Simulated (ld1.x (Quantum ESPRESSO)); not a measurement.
**hydrogen (H): RRKJ pseudisation with PBE, scalar-relativistic reference atom.**

Input for ld1.x (Quantum ESPRESSO) 7.5:

```
&input
   title='H', zed=1., rel=1, dft='PBE', iswitch=3,
   config='1s1',
   nld=1, rlderiv=1.00, eminld=-2.0, emaxld=5.0, deld=0.02
 /
 &inputp
   pseudotype=2, tm=.false., lloc=0,
   nlcc=.false.,
   file_pseudopw='H.UPF', file_wfcaegen='ae.wfc', file_wfcncgen='nc.wfc', file_beta='beta', file_chi='chi'
 /
1
1S  1  0   1.00   0.00  0.90  0.90  0.0
 &test
   configts(1)='1s1'
 /
```

Command:

```bash
ld1.x < H.in > H.out
```

The program printed (shortened: banner, matrices, multipoles, cross overlaps and the repeated all-electron block are left out):

```
Program LD1 v.7.5
     --------------------------- All-electron run ----------------------------

     H
     scalar relativistic calculation

     atomic number is  1.00
     dft =PBE   lsd =0 sic =0 latt =0  beta=0.20 tr2=1.0E-14
     Exchange-correlation= PBE
                           (   1   4   3   4   0   0   0)
     mesh = 929 r(mesh) =  99.48432 a.u. xmin = -7.00 dx = 0.01250
     1 Ry =  13.60569312 eV, c = 137.03599908

     n l     nl                  e(Ry)          e(Ha)          e(eV)
     1 0     1S 1( 1.00)        -0.4772        -0.2386        -6.4927

     final scf error:  1.6E-15 reached in  21 iterations

     Etot =      -0.917879 Ry,      -0.458940 Ha,     -12.488386 eV

     Ekin =       0.894520 Ry,       0.447260 Ha,      12.170568 eV
     Encl =      -1.889285 Ry,      -0.944642 Ha,     -25.705025 eV
     Eh   =       0.579625 Ry,       0.289813 Ha,       7.886206 eV
     Exc  =      -0.502741 Ry,      -0.251370 Ha,      -6.840135 eV

     normalization and overlap integrals

     s(1S/1S) =  1.000000  <r> =   1.6358  <r2> =    3.6635  r(max) =   1.0253

     ------------------------ End of All-electron run ------------------------

     --------------------- Generating NC pseudopotential ---------------------

      Generating local pot.: lloc=0, matching radius rcloc =   0.9000

     ------------------- End of pseudopotential generation -------------------

     Computing logarithmic derivative in   0.99379
     Computing logarithmic derivative in   0.99379
     Computing the partial wave expansion
       no projector for channel:   0

     ---------------------- Testing the pseudopotential ----------------------

     H
     scalar relativistic calculation

     atomic number is  1.00   valence charge is  1.00
     dft =PBE   lsd =0 sic =0 latt =0  beta=0.20 tr2=1.0E-14
     mesh = 929 r(mesh) =  99.48432 xmin = -7.00 dx = 0.01250

     n l     nl             e AE (Ry)        e PS (Ry)    De AE-PS (Ry)
     1 0     1S   1( 1.00)       -0.47721       -0.47721        0.00001

     eps = 5.7E-16  iter = 10

     Etot =      -0.917879 Ry,      -0.458940 Ha,     -12.488386 eV
     Etotps =    -0.917634 Ry,      -0.458817 Ha,     -12.485044 eV

     Ekin =       0.881485 Ry,       0.440742 Ha,      11.993213 eV
     Encl =      -1.876273 Ry,      -0.938136 Ha,     -25.527993 eV
     Ehrt =       0.579335 Ry,       0.289667 Ha,       7.882253 eV
     Ecxc =      -0.502181 Ry,      -0.251090 Ha,      -6.832517 eV

     ---------------------- End of pseudopotential test ----------------------
```

Generation and configuration tests took about 0.16 s on one core of a shared server CPU.
